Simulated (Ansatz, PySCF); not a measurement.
Noncovalent pair: SiH4 (SMILES [SiH4]) (first 5 atoms) with CH2O (SMILES C=O); geometry from B3LYP-D3(BJ)/def2-TZVP.
(charge 0, multiplicity 1):
```json
[
 {"atom": "Si", "x (Å)": "0.0213", "y (Å)": "0.0922", "z (Å)": "0.1766"},
 {"atom": "H", "x (Å)": "-0.6505", "y (Å)": "-1.1098", "z (Å)": "0.7236"},
 {"atom": "H", "x (Å)": "0.4935", "y (Å)": "0.9282", "z (Å)": "1.3042"},
 {"atom": "H", "x (Å)": "-0.9386", "y (Å)": "0.8621", "z (Å)": "-0.6442"},
 {"atom": "H", "x (Å)": "1.1750", "y (Å)": "-0.3225", "z (Å)": "-0.6511"},
 {"atom": "C", "x (Å)": "-0.2532", "y (Å)": "-0.4548", "z (Å)": "3.9346"},
 {"atom": "O", "x (Å)": "0.0609", "y (Å)": "0.0922", "z (Å)": "4.9536"},
 {"atom": "H", "x (Å)": "-1.2269", "y (Å)": "-0.2684", "z (Å)": "3.4409"},
 {"atom": "H", "x (Å)": "0.4111", "y (Å)": "-1.1799", "z (Å)": "3.4254"}
]
```

Interaction energies are E(AB) − E(A) − E(B) at the monomers' geometry in the complex; basis-set methods are counterpoise corrected.

Rows in 6-31G* carry no dispersion term and start afresh at each structure (6-31G* with six Cartesian d functions).

Programs: Ansatz (Gaussian orbitals); PySCF for 6-31G* rows, the dispersion terms. Values without a source in brackets are computed.

### Question
One of these levels gives -0.30 kcal/mol for the interaction energy. Which one is it?
(A) HF/6-31G*
(B) BLYP-D3(BJ)/def2-TZVPPD
(C) PBE/def2-TZVPPD

### Answer
C, PBE/def2-TZVPPD. The others give 0.76 (HF/6-31G*), -0.92 (BLYP-D3(BJ)/def2-TZVPPD)

Ansatz is a first-principles code.
